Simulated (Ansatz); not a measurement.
Consider the formal exchange of groups at a Ge–Ga bond: `C=[CH][GaH][GeH3]` + `CB(N)F` → `NB(F)[CH2][GeH3]` + `C=[CH][GaH2]`.

Computed with Ansatz on PBE0-D4/def2-TZVP structures; ΔE is electronic, products minus reactants. CCSD(T)/CBS is the MP2 limit (def2-TZVPP, def2-QZVPP) plus CCSD(T) − MP2 in def2-TZVPP, frozen cores. DFT in def2-TZVPP. For Ga, Ge outer-core shells are correlated without core-valence functions, which leaves a few kJ/mol of doubt a bond. Scalar relativity is left out up to krypton. Each species was taken in one conformer, which may not be the lowest.

```csv
level,ΔE (kJ/mol)
r2SCAN,53.5
HF/CBS(def2),44.4
```

(1) What does CCSD(T)/CBS give? (An estimate is asked.)

Largest T1 diagnostic among the species: 0.013.

Answers

(1) Computed: +50.0 kJ/mol. The listed levels differ from it by 3.5, -5.6 kJ/mol.
